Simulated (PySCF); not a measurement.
Delta-SCF ions had no search for a lower state. Excitations are Tamm–Dancoff values on a coarser integration grid. The basis has no diffuse functions, so Rydberg states are missing or too high.

**C$_{2}$H$_{5}$NSi, SMILES `N=C=[SiH]C` (charge 0, multiplicity 1)**

These are M06-2X/def2-TZVP // B3LYP-D3(BJ)/def2-TZVP (PySCF 2.14.0) values and carry that method's errors.

The HOMO is -6.54 eV and the dipole moment comes out as 1.96 D. The LUMO comes out as -0.79 eV and the HOMO–LUMO gap is 5.75 eV. The S1 excitation (TDA) comes out as 2.96 eV and the S1 oscillator strength comes out as 0.005. The brightest of the four lowest singlets (TDA) is 4.56 eV. The T1 excitation (TDA) comes out as 1.72 eV. The S1–T1 gap (TDA) is 1.24 eV, the vertical ionisation energy (Delta-SCF) is 7.62 eV and the total energy comes out as -423.3630 Ha. The cost is very roughly 4 core-minutes.

Bond lengths (Å): C1–Si2 1.900, C1–H5 1.090, C1–H6 1.091, C1–H7 1.091, Si2–C3 1.798, Si2–H8 1.490, C3–N4 1.205, N4–H9 1.018. Angles (°): Si2–C1–H5 112.7, Si2–C1–H6 110.1, Si2–C1–H7 109.1, H5–C1–H6 108.9, H5–C1–H7 108.4, H6–C1–H7 107.5, C1–Si2–C3 107.7, C1–Si2–H8 111.0, C3–Si2–H8 101.4, Si2–C3–N4 159.3, C3–N4–H9 122.8.
Charge 0, spin multiplicity 1.
